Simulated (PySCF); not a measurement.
Isomers of C9H8O2, from PBE0-D3(BJ)/def2-SVP geometry optimisation, gas phase in PySCF. One conformer each, no zero-point energy, no frequencies.

Question: Which is lowest in electronic energy at this level?
A. `[CH2:1]=[CH:2][c:3]1[cH:4][cH:5][c:6]([C:7](=[O:8])[OH:9])[cH:10][cH:11]1` with C1–C2–C3–C4 -2°, C5–C6–C7–O8 0°, C6–C7–O9–H 180°: A = 3576, B = 575.2, C = 495.5 MHz, dipole 1.94 D
B. `[CH2:1]=[CH:2][O:3][C:4](=[O:5])[c:6]1[cH:7][cH:8][cH:9][cH:10][cH:11]1` with C1–C2–O3–C4 180°, C2–O3–C4–O5 0°, O3–C4–C6–C7 1°: A = 2942, B = 632.7, C = 520.7 MHz, dipole 2.04 D
C. `[CH3:1][C:2](=[O:3])[c:4]1[cH:5][cH:6][c:7]([CH:8]=[O:9])[cH:10][cH:11]1` with C1–C2–C4–C5 0°, C6–C7–C8–O9 0°: A = 3402, B = 575.3, C = 493.6 MHz, dipole 1.15 D

Answer: A. That is 4-vinylbenzoic acid (`c1c(ccc(c1)C(O)=O)C=C`), 7.2 kcal/mol below the next.

```json
{"SMILES": "C=Cc1ccc(C(=O)O)cc1", "mapped SMILES": "[CH2:1]=[CH:2][c:3]1[cH:4][cH:5][c:6]([C:7](=[O:8])[OH:9])[cH:10][cH:11]1", "E (Eh)": "-497.31636", "relative (kcal/mol)": "0.0", "relative (kJ/mol)": "0.0", "dipole (D)": "1.94"}
{"SMILES": "CC(=O)c1ccc(C=O)cc1", "mapped SMILES": "[CH3:1][C:2](=[O:3])[c:4]1[cH:5][cH:6][c:7]([CH:8]=[O:9])[cH:10][cH:11]1", "E (Eh)": "-497.30495", "relative (kcal/mol)": "7.2", "relative (kJ/mol)": "30.0", "dipole (D)": "1.15"}
{"SMILES": "C=COC(=O)c1ccccc1", "mapped SMILES": "[CH2:1]=[CH:2][O:3][C:4](=[O:5])[c:6]1[cH:7][cH:8][cH:9][cH:10][cH:11]1", "E (Eh)": "-497.29788", "relative (kcal/mol)": "11.6", "relative (kJ/mol)": "48.5", "dipole (D)": "2.04"}
```

As drawn, the lowest has an O–H bond, which the highest lacks.
